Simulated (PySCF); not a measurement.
The complex NiBr2 (charge 0) contains Ni(II), shell d8. The structure is a PBE0-D3(BJ)/def2-TZVP geometry optimised for multiplicity 3; coordination linear, point group D∞h, metal–donor distances 2.20 Å.

Method (PySCF 2.14, density fitting): CASSCF(8,5) with orbitals averaged over all microstates of the shell, strongly contracted NEVPT2 on the averaged canonical orbitals; basis x2c-TZVPall on the metal, x2c-SVPall elsewhere; spin-free X2C; gas phase; spin-orbit coupling by state interaction with the mean-field operator over all roots.

CASSCF energies above the lowest CASSCF root:

```tsv
state	CASSCF / cm⁻¹
3Σg-	0
3Πg	331
3Δg	1131
3Φg	1476
1Δg	15631
1Πg	16390
1Σg+	16441
3Πg	18363
3Σg-	22279
1Σg+	22758
1Πg	22976
1Δg	24074
1Φg	26041
1Γg	28787
1Σg+	60889
```

**Question.** How does dynamic correlation (SC-NEVPT2) move these states?

**Answer.** 
```tsv
state	NEVPT2 / cm⁻¹	shift / cm⁻¹
3Σg-	0	0
3Πg	839	+508
3Δg	2721	+1590
3Φg	3039	+1563
1Δg	14032	-1599
1Πg	15068	-1322
1Σg+	15320	-1121
3Πg	15842	-2521
3Σg-	22206	-74
1Σg+	20362	-2396
1Πg	20801	-2175
1Δg	22374	-1700
1Φg	25258	-784
1Γg	30134	+1347
1Σg+	53181	-7708
```
